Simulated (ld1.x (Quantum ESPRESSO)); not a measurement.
Logarithmic derivatives: Ga (Z = 31), PAW

| Quantity | Value |
| --- | --- |
| Element | Ga (Z = 31) |
| Generator | ld1.x (Quantum ESPRESSO) 7.5 |
| Type | PAW |
| Functional | PBE |
| Relativity | fully relativistic |
| Frozen core | [Ne] 3s2 |
| Valence charge | 19 |
| Reference configuration | 3p6 3d10 4s2 4p0.75 (charge +0.25) |
| Partial waves | 4s (bound): rcut 1.10, rcutus 1.55 bohr; 4s channel at 0.3 Ry: rcut 1.10, rcutus 1.55 bohr; 3p (bound): rcut 0.95, rcutus 1.15 bohr; 4p (bound): rcut 0.95, rcutus 1.15 bohr; 3d (bound): rcut 0.80, rcutus 1.15 bohr; 3d channel at -1.15 Ry: rcut 0.80, rcutus 1.15 bohr |
| Local potential | all-electron potential smoothed inside 1.20 bohr (lloc = -1) |
| Core correction | Bessel-smoothed model core, default radius (core density twice the valence density) |
| Augmentation charge | PSQ, inside the norm-conserving radii |

Open shells are filled in proportion to 2j + 1 (rel_dist='average').

The phase is arctan(r·u′/u) with u = r·R(r), unwrapped; energies in Ry, scanned from -9 to 5 Ry. A pole is an energy at which the radial function vanishes at the test radius. The pseudo phase is shifted by a multiple of π to meet the all-electron one at the reference energy, and phase errors are pseudo minus all-electron; the curves can meet again beyond the range given. Levels narrower than the energy grid can be missing from the lists of poles.

For each channel, where are the poles, and over which energies does the pseudopotential scatter like the atom?

| channel | radius (bohr) | reference energy (Ry) | poles, all-electron | poles, pseudo | unbroken range about the reference energy with phases within 0.05 rad | phase error 1 Ry above the reference energy (rad) |
| --- | --- | --- | --- | --- | --- | --- |
| s | 1.71 | -0.78 | none | -6.36 | above -6.2 | -0.000 |
| p1/2 | 1.71 | -0.30 | -7.48 | -7.48 | the whole range | -0.001 |
| p3/2 | 1.71 | -0.29 | -7.20 | -7.20 | the whole range | -0.000 |
| d3/2 | 1.71 | -1.56 | -1.20 | -1.20 | the whole range | -0.000 |
| d5/2 | 1.71 | -1.53 | -1.16 | -1.16 | the whole range | -0.000 |

The ghost test of this file was not conclusive.

Phases in the d5/2 channel:

| E (Ry) | all-electron | pseudo |
| --- | --- | --- |
| -9.00 | 1.376 | 1.376 |
| -8.52 | 1.370 | 1.370 |
| -8.04 | 1.364 | 1.364 |
| -7.56 | 1.357 | 1.357 |
| -7.08 | 1.350 | 1.350 |
| -6.60 | 1.341 | 1.341 |
| -6.12 | 1.332 | 1.332 |
| -5.64 | 1.321 | 1.321 |
| -5.16 | 1.308 | 1.308 |
| -4.68 | 1.292 | 1.292 |
| -4.20 | 1.273 | 1.273 |
| -3.72 | 1.246 | 1.246 |
| -3.24 | 1.208 | 1.208 |
| -2.76 | 1.143 | 1.143 |
| -2.28 | 0.990 | 0.990 |
| -1.80 | 0.120 | 0.120 |
| -1.32 | -1.453 | -1.453 |
| -0.84 | -1.692 | -1.692 |
| -0.36 | -1.786 | -1.786 |
| 0.12 | -1.851 | -1.851 |
| 0.60 | -1.909 | -1.909 |
| 1.08 | -1.973 | -1.973 |
| 1.56 | -2.051 | -2.051 |
| 2.04 | -2.155 | -2.155 |
| 2.52 | -2.307 | -2.307 |
| 3.00 | -2.543 | -2.544 |
| 3.48 | -2.911 | -2.913 |
| 3.96 | -3.386 | -3.388 |
| 4.44 | -3.807 | -3.808 |
| 4.92 | -4.088 | -4.089 |
